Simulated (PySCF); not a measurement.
C4H7F3Si.
Cartesian coordinates in Å at the GFN2-xTB level; atoms count from 1:
```
atom  x, y, z in Å
F1     1.494   -0.761   -1.261
C2     1.729   -0.055   -0.137
F3     2.514    0.976   -0.510
F4     2.503   -0.846    0.633
C5     0.475    0.400    0.534
C6    -0.481   -0.774    0.830
C7    -1.552   -0.530   -0.255
Si8   -0.787    1.162   -0.709
H9     0.774    0.971    1.413
H10    0.006   -1.745    0.747
H11   -0.896   -0.689    1.833
H12   -2.569   -0.546    0.127
H13   -1.494   -1.268   -1.053
H14   -0.294    1.364   -2.065
H15   -1.427    2.349   -0.147
```

NICS = −σ at a ghost point: NICS(0) at the centroid of the ring atoms, NICS(1) 1 Å to either side along the normal of their mean plane, zz for the tensor component along that normal. Level: GIAO PBE0/pcSseg-1 (PySCF, non-relativistic, gas phase) on the GFN2-xTB geometry, one conformer.

Ring bond lengths (Å), with Mayer bond orders in brackets: C5–C6 1.543 (0.96), C6–C7 1.544 (0.99), C7–Si8 1.912 (0.95), Si8–C5 1.928 (0.84).

Task: Give the NICS values of each ring in ppm.

Result: 
```tsv
ring	type	NICS(0)	NICS(1), two faces	NICS(1)zz, two faces	rms pucker (Å)	centre to ring atoms, mean (Å)
C5–C6–C7–Si8	4-membered ring with Si; formal bonds all single	1.6	0.2 / -0.3	4.4 / 4.3	0.06	1.22
```

Task: What can be read from them?

Result: 
- C5–C6–C7–Si8: mean NICS(1)zz 4.3 ppm, deshielded. C5, C6, C7, Si8 have four or more neighbours; no verdict on aromaticity is drawn.

Task: What is the mean of the two in-plane components of NICS at the second NICS(1) probe listed for ring C5–C6–C7–Si8, 1 Å off the ring?

Result: The isotropic value is a third of the trace: (3 × -0.3 − (4.3))/2 = -2.6 ppm.

Task: What are the shieldings of the ring atoms and their hydrogens in the same run (means over atoms taken as equivalent)?

Result: 
| atoms | environment | σ isotropic (ppm) | principal values of the symmetric part, first atom (ppm) |
| --- | --- | --- | --- |
| C5 | sp3 carbon bound to silicon | 153.5 | 141.5, 153.6, 165.6 |
| C6 | four-membered-ring carbon | 164.2 | 147.5, 164.4, 180.7 |
| C7 | sp3 carbon bound to silicon | 177.7 | 157.5, 175.8, 199.8 |
| Si8 | SiH2 silicon | 380.2 | 347.3, 368.8, 424.4 |
| H9 | methine hydrogen | 29.39 | 25.2, 29.2, 33.8 |
| H10 | methylene hydrogen | 29.19 | 24.9, 28.5, 34.2 |
| H11 | methylene hydrogen | 29.23 | 24.8, 27.9, 35.0 |
| H12 | methylene hydrogen | 30.28 | 26.2, 27.1, 37.6 |
| H13 | methylene hydrogen | 29.85 | 26.3, 27.8, 35.5 |
| H14 | Si–H hydrogen | 26.75 | 23.5, 25.5, 31.3 |
| H15 | Si–H hydrogen | 26.83 | 24.2, 24.5, 31.8 |
